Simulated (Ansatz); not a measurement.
Ge₁₉PH₃₆. The state is a doublet with charge 0. Geometry PBE-D4/def2-SVP; atoms count from 1.

Cartesian coordinates in Å:
```
Ge 2.833 2.088 -2.250
Ge 5.428 1.875 0.931
Ge 2.699 -0.233 3.126
Ge 0.127 1.880 -5.293
Ge -2.546 -0.157 -2.962
Ge -2.870 -1.635 2.079
Ge -0.349 -1.961 5.283
Ge -5.683 -1.869 -0.915
Ge 4.720 0.931 -1.213
Ge 2.078 0.861 -4.228
P 1.059 2.291 -0.710
Ge 2.124 -1.363 1.028
Ge 3.708 1.948 2.668
Ge 0.833 0.091 4.679
Ge -0.936 -0.973 -1.306
Ge -1.869 2.003 -3.886
Ge -4.736 0.152 -1.912
Ge -1.467 -3.110 3.437
Ge -4.128 -3.068 0.542
Ge -1.508 0.004 0.859
H 3.313 3.500 -2.712
H 5.959 3.317 0.676
H 6.620 1.030 1.469
H 3.792 -1.092 3.843
H 0.522 3.314 -5.758
H -0.234 1.062 -6.568
H -2.677 -1.179 -4.133
H -3.878 -0.909 3.023
H 0.670 -2.926 5.959
H -1.424 -1.599 6.351
H -6.154 -2.819 -2.056
H -6.940 -1.473 -0.086
H 5.925 1.028 -2.197
H 4.374 -0.574 -1.048
H 3.251 0.850 -5.254
H 1.777 -0.615 -3.850
H 1.743 3.268 0.099
H 0.385 3.302 -1.487
H 3.281 -2.310 0.560
H 0.834 -2.240 1.146
H 4.353 2.483 3.981
H 2.593 2.953 2.261
H 1.436 0.718 5.974
H -0.162 1.129 4.090
H 0.522 -0.645 -1.732
H -1.056 -2.522 -1.207
H -1.634 3.003 -2.719
H -3.039 2.572 -4.745
H -4.579 1.231 -0.802
H -5.731 0.719 -2.968
H -0.409 -3.794 2.527
H -2.359 -4.236 4.041
H -3.111 -3.844 -0.342
H -4.922 -4.124 1.367
H -0.245 0.352 1.692
H -2.313 1.318 0.651
```

Single mean-field runs in def2-TZVP are fitted with def2-universal-jkfit.

Question: Estimate the Mulliken populations of the heavy atoms from the PBE0/def2-TZVP orbitals of Ansatz.

Answer: 
| atom | charge (e) | spin (α − β) |
| --- | --- | --- |
| Ge1 | 0.02 | 0.00 |
| Ge2 | -0.01 | 0.00 |
| Ge3 | -0.09 | 0.02 |
| Ge4 | -0.01 | 0.00 |
| Ge5 | -0.06 | 0.00 |
| Ge6 | -0.04 | 0.00 |
| Ge7 | 0.00 | 0.00 |
| Ge8 | -0.01 | 0.00 |
| Ge9 | -0.07 | 0.00 |
| Ge10 | -0.08 | 0.00 |
| P11 | -0.28 | 0.00 |
| Ge12 | -0.09 | 0.89 |
| Ge13 | -0.06 | 0.00 |
| Ge14 | -0.09 | 0.01 |
| Ge15 | -0.10 | 0.01 |
| Ge16 | -0.07 | 0.00 |
| Ge17 | -0.07 | 0.00 |
| Ge18 | -0.07 | 0.00 |
| Ge19 | -0.07 | 0.00 |
| Ge20 | -0.11 | 0.00 |
Mulliken values depend strongly on the basis.

Question: Where does the spin sit?

Answer: Summed by element: Ge 0.93, P 0.00, H 0.07, of 1 unpaired in all. Largest on single atoms: Ge12 0.89, H24 0.03, H39 0.02.

Question: And the Mayer bond orders between heavy atoms (over 0.3)?

Answer: Ge1–Ge9 0.85 (2.44 Å); Ge1–Ge10 0.86 (2.45 Å); Ge1–P11 0.98 (2.36 Å); Ge2–Ge9 0.86 (2.45 Å); Ge2–Ge13 0.86 (2.45 Å); Ge3–Ge12 0.89 (2.45 Å); Ge3–Ge13 0.86 (2.45 Å); Ge3–Ge14 0.85 (2.45 Å); Ge4–Ge10 0.86 (2.45 Å); Ge4–Ge16 0.86 (2.45 Å); Ge5–Ge15 0.87 (2.45 Å); Ge5–Ge16 0.85 (2.44 Å); Ge5–Ge17 0.85 (2.45 Å); Ge6–Ge18 0.85 (2.45 Å); Ge6–Ge19 0.85 (2.45 Å); Ge6–Ge20 0.87 (2.46 Å); Ge7–Ge14 0.86 (2.44 Å); Ge7–Ge18 0.86 (2.45 Å); Ge8–Ge17 0.86 (2.44 Å); Ge8–Ge19 0.86 (2.45 Å); Ge15–Ge20 0.86 (2.44 Å).
